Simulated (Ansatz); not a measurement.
Basis sets compared for ZrO2⁻. Charge -1, multiplicity 2. Geometry PBE-D4/def2-TZVPD. Ansatz on 4 threads of Arm Neoverse N1 on a shared host; times are rough, and most runs start from earlier orbitals.

Cartesian coordinates in Å:
```
Zr -0.0003 -0.3424 0.6210
O -1.4586 0.3597 -0.2072
O 1.4589 -0.0172 -0.4137
```

In the def2 sets Zr takes a core potential; there is no spin–orbit coupling. At PBE-D4/def2-SVPD, PBE-D4/def2-TZVPD the highest occupied level of the charge -1 doublet lies above zero (up to 0.47 eV). By energy differences its removal costs 1.70 eV (vertical, to the charge 0 singlet, at CCSD(T)/def2-TZVPPD). The structure comes from a short search, and lower isomers may exist.

```json
{"level": "PBE-D4/def2-SVPD", "functions": "80", "energy (Eh)": "-197.3752", "HOMO (eV)": "0.47", "LUMO (eV)": "1.43", "wall time": "1.5 s"}
{"level": "PBE0-D4/def2-SVPD", "functions": "80", "energy (Eh)": "-197.3198", "HOMO (eV)": "-0.26", "LUMO (eV)": "2.05", "wall time": "1.6 s"}
```

Estimate the rows for PBE-D4/def2-TZVPD, PBE0-D4/def2-TZVPD.


```
             level  functions  energy (Eh)  HOMO (eV)  LUMO (eV)  wall time
 PBE-D4/def2-TZVPD        120    -197.5574       0.46       1.43      1.9 s
PBE0-D4/def2-TZVPD        120    -197.5022      -0.26       2.05        4 s
```
